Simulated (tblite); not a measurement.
C7H9O2P.
Cartesian coordinates in Å at the GFN2-xTB level; atoms count from 1:
```
atom  x, y, z in Å
C1    -2.7910    1.0472    0.1561
C2    -1.4485    0.5388   -0.2970
C3    -1.3400   -0.9909   -0.6007
P4    -0.4577   -0.4312    0.8794
O5    -0.9005   -0.7587    2.2404
C6     1.2984   -0.2806    0.6025
C7     2.0264   -0.0021   -0.5859
C8     3.3336   -0.0005   -0.2183
O9     3.4630   -0.2532    1.0961
C10    2.2342   -0.4209    1.5906
H11   -2.7224    2.0872    0.4700
H12   -3.1376    0.4553    1.0020
H13   -3.5260    0.9754   -0.6463
H14   -0.9471    1.1736   -1.0180
H15   -0.8290   -1.2685   -1.5109
H16   -2.2478   -1.5552   -0.4293
H17    1.6270    0.1669   -1.5642
H18    4.2335    0.1610   -0.7784
H19    2.1217   -0.6345    2.6346
```

Computed values, GFN2-xTB/tblite, gas phase, harmonic and unscaled. The method is semi-empirical: single wavenumbers can be off by several per cent or more. One conformer, not necessarily the lowest.

Harmonic wavenumbers (cm⁻¹): 49.9, 78.0, 96.4, 164.1, 187.9, 222.8, 254.2, 324.8, 333.1, 380.9, 473.4, 596.4, 603.5, 684.3, 686.1, 749.1, 766.6, 784.9, 828.0, 852.7, 889.2, 924.0, 949.9, 971.5, 1012.7, 1029.7, 1070.2, 1095.8, 1119.7, 1141.3, 1158.9, 1201.7, 1218.1, 1272.0, 1293.4, 1364.6, 1387.8, 1409.7, 1460.5, 1485.0, 1488.1, 1544.1, 2995.2, 3018.5, 3026.5, 3028.6, 3048.9, 3075.7, 3168.4, 3180.3, 3192.1.

A = 2718, B = 724.1, C = 632.4 MHz; mass 156.034 u (most abundant isotopes); point group C1, symmetry number 1.

What is the zero-point energy?

Half the sum of the wavenumbers: 31670 cm⁻¹ = 378.85 kJ/mol.

Entropy at 200 K, 1 bar (ideal gas, RRHO, classical rotation)?

Translation 163.54, rotation 120.27, vibration 77.57: S = 361.4 J/(mol K).

And Cp and H(200 K) − H(0)?

Cp = 119.49 J/(mol K), of which vibrations give 86.23 (their classical limit is 51 R = 424.0); H(200 K) − H(0) = 15.24 kJ/mol without the zero-point energy, 8.58 from vibrations.

How do the functions run with temperature in this model?

```json
{"T (K)": "150", "S (J/(mol K))": "330.2", "Cp (J/(mol K))": "98.4", "H − H(0) (kJ/mol)": "9.80", "G − H(0) (kJ/mol)": "-39.74", "ln q(vib)": "2.88"}
{"T (K)": "250", "S (J/(mol K))": "390.5", "Cp (J/(mol K))": "142.4", "H − H(0) (kJ/mol)": "21.78", "G − H(0) (kJ/mol)": "-75.84", "ln q(vib)": "5.46"}
{"T (K)": "298.15", "S (J/(mol K))": "417.5", "Cp (J/(mol K))": "165.3", "H − H(0) (kJ/mol)": "29.18", "G − H(0) (kJ/mol)": "-95.30", "ln q(vib)": "6.71"}
{"T (K)": "400", "S (J/(mol K))": "472.6", "Cp (J/(mol K))": "211.1", "H − H(0) (kJ/mol)": "48.40", "G − H(0) (kJ/mol)": "-140.65", "ln q(vib)": "9.38"}
{"T (K)": "600", "S (J/(mol K))": "572.0", "Cp (J/(mol K))": "278.6", "H − H(0) (kJ/mol)": "97.87", "G − H(0) (kJ/mol)": "-245.33", "ln q(vib)": "14.65"}
{"T (K)": "900", "S (J/(mol K))": "697.5", "Cp (J/(mol K))": "338.8", "H − H(0) (kJ/mol)": "191.35", "G − H(0) (kJ/mol)": "-436.42", "ln q(vib)": "22.17"}
```

q(vib) and H(0) count from the zero-point level.

Which modes carry the vibrational entropy at 200 K?

49.9 cm⁻¹: 16.88; 78.0 cm⁻¹: 13.23; 96.4 cm⁻¹: 11.52; 164.1 cm⁻¹: 7.40; 187.9 cm⁻¹: 6.41; 222.8 cm⁻¹: 5.23 J/(mol K); the other 45 give 16.90 together.

Blend soft modes into free rotors: weight 1/[1 + (100 cm⁻¹/ν̃)⁴] for the oscillator and the rest for a rotor with moment μB/(μ + B), μ = h/(8π²ν), B = 10⁻⁴⁴ kg m². What vibrational entropy results?

72.48 J/(mol K) in place of 77.57, which changes −T·S at 200 K by +1.02 kJ/mol.

Hindered rotation and anharmonicity are outside this model. Other conformers, if any are populated, would add a mixing term that is left out. The structure is chiral; the term R ln 2 for an equal mix with its mirror image is left out.
